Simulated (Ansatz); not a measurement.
Reaction (cleavage of the Si–Al bond): `[CH3][Al]([SiH3])[BH]O` + `BN` → `BN[SiH3]` + `[CH3][AlH][BH]O`

Isolated molecules relaxed with PBE0-D4/def2-TZVP in Ansatz; ΔE leaves out vibrations. CCSD(T)/CBS adds triple-zeta CCSD(T) − MP2 to the extrapolated MP2 energy (def2 sets, frozen cores). This one scheme is used for every species. Functionals use def2-TZVPP. B3LYP here is the variant with VWN-RPA as its local correlation; programs differ in this. Each species was taken in one conformer, which may not be the lowest.

`[CH3][Al]([SiH3])[BH]O`:

Z-matrix (Å, degrees):
```
C
Al 1 1.956
H 1 1.092 2 113.1
H 1 1.096 2 110.4 3 -121.0
H 1 1.095 2 110.9 3 121.6
Si 2 2.480 1 119.0 3 -177.9
B 2 2.170 1 128.5 3 2.5
H 6 1.500 2 110.8 1 -178.9
H 6 1.493 2 113.7 1 -60.1
H 6 1.493 2 113.6 1 62.4
O 7 1.355 2 118.7 1 179.1
H 7 1.204 2 127.5 1 -1.0
H 11 0.963 7 113.9 2 0.1
```

`BN`:

Cartesian coordinates in Å:
```
B 0.171 0.279 0.599
N -0.176 -0.287 -0.616
H 0.315 -0.433 1.551
H 0.318 1.465 0.667
H -0.313 0.250 -1.455
H -0.315 -1.275 -0.745
```

`BN[SiH3]`:

Cartesian coordinates in Å:
```
B -0.971 0.110 1.214
N -0.422 -0.494 0.079
Si 0.876 0.127 -0.908
H -0.533 1.164 1.580
H -1.865 -0.432 1.799
H -0.818 -1.382 -0.198
H 2.016 -0.828 -0.927
H 1.299 1.422 -0.329
H 0.418 0.313 -2.310
```

`[CH3][AlH][BH]O`:

Z-matrix (Å, degrees):
```
C
Al 1 1.964
H 1 1.096 2 110.3
H 1 1.094 2 115.1 3 121.6
H 1 1.096 2 110.4 3 -116.7
B 2 2.172 1 120.3 3 -120.3
H 2 1.596 1 116.9 3 59.6
O 6 1.357 2 121.7 1 0.6
H 6 1.205 2 125.2 1 -179.4
H 8 0.961 6 114.0 2 0.0
```

CCSD(T)/CBS gives -6.3 kcal/mol.

Task: Another level gave -4.3 kcal/mol. Which?
A. RPA@PBE/def2-TZVPP
B. MP2/def2-TZVPP
C. r2SCANh-D4/def2-TZVPP
D. B3LYP-D4/def2-TZVPP

Result: C. r2SCANh-D4 -4.3, MP2/def2-TZVPP -8.2, B3LYP-D4 -5.7, RPA@PBE/def2-TZVPP -6.8 kcal/mol.

Largest T1 diagnostic among the species: 0.014.

In def2-TZVPP, CCSD(T) changes the Hartree–Fock value by +5.4 kcal/mol (the triples alone add +0.7 kcal/mol) and MP2 by +3.2 kcal/mol. From BLYP to BHLYP (50 % exact exchange), in def2-TZVPP and without D4, ΔE moves by −3.6 kcal/mol. At CCSD(T), def2-SVP lies +1.0 kcal/mol from the extrapolated value and def2-TZVPP +0.3 kcal/mol.
